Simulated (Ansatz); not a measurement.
Start from `B[CH](Cl)[GaH][OH]` and change one atom or group to get `B[CH](Cl)[Zn][F]`.

Ansatz, PBE0-D4/def2-TZVP geometries, multiplicity 1. Each molecule was computed in one conformer, which needn't be the lowest.

Scalar relativity is left out up to krypton.

| property | `B[CH](Cl)[GaH][OH]` |
| --- | --- |
| size of the dipole moment (ωB97M-V/def2-TZVPP) / D | 1.57 |
| HOMO energy (B3LYP/def2-TZVPP) / eV | -7.85 |
| HOMO energy (PBE0/def2-TZVPP) / eV | -8.06 |
| LUMO energy (B3LYP/def2-TZVPP) / eV | -1.52 |
| HOMO–LUMO gap (PBE0/def2-TZVPP) / eV | 6.82 |
| HOMO energy (PBE/def2-TZVPP) / eV | -6.75 |

(1) Give the same properties after the change, and the shifts. (An estimate is asked.)

## Answers

(1) The calculation gave: 
```tsv
property	`B[CH](Cl)[Zn][F]`	shift
size of the dipole moment (ωB97M-V/def2-TZVPP) / D	1.94	0.37
HOMO energy (B3LYP/def2-TZVPP) / eV	-7.89	-0.04
HOMO energy (PBE0/def2-TZVPP) / eV	-8.11	-0.05
LUMO energy (B3LYP/def2-TZVPP) / eV	-2.11	-0.59
HOMO–LUMO gap (PBE0/def2-TZVPP) / eV	6.20	-0.62
HOMO energy (PBE/def2-TZVPP) / eV	-6.98	-0.23
```

With PBE0 the HOMO falls by 0.05 eV and the LUMO falls by 0.67 eV, so the gap narrows by about 0.62 eV. PBE moves the HOMO by -0.23 eV and ωB97M-V by 0.03 eV. Dipoles are sizes alone; their direction can turn.

B3LYP here is the variant with VWN-RPA as its local correlation; programs differ in this.
